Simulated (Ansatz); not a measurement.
Consider the formal exchange of groups at the Si–N bond: `C=N[SiH2]N[SiH3]` + `CNCN` → `CNC(N)[SiH3]` + `C=N[SiH2]N`.

Program: Ansatz. Geometries: PBE0-D4/def2-TZVP. ΔE: electronic, gas phase. CCSD(T)/CBS adds triple-zeta CCSD(T) − MP2 to the extrapolated MP2 energy (def2 sets, frozen cores). Functionals use def2-TZVPP. One conformer a species, not always the lowest.

```csv
level,ΔE (kcal/mol)
ωB97X-V,18.4
PBE0,17.5
HF/CBS(def2),23.5
MP2/CBS(def2),19.1
```

(1) What does CCSD(T)/CBS give? (An estimate is asked.)

Largest T1 diagnostic among the species: 0.012.

## Answers

(1) The calculation gave: +18.7 kcal/mol. The listed levels differ from it by -0.3, -1.2, 4.8, 0.4 kcal/mol.

From PBE to PBE0 (25 % exact exchange), in def2-TZVPP and without D4, ΔE moves by +1.6 kcal/mol. In def2-TZVPP, CCSD(T) changes the Hartree–Fock value by −4.4 kcal/mol (the triples alone add −0.7 kcal/mol) and MP2 by −4.0 kcal/mol.
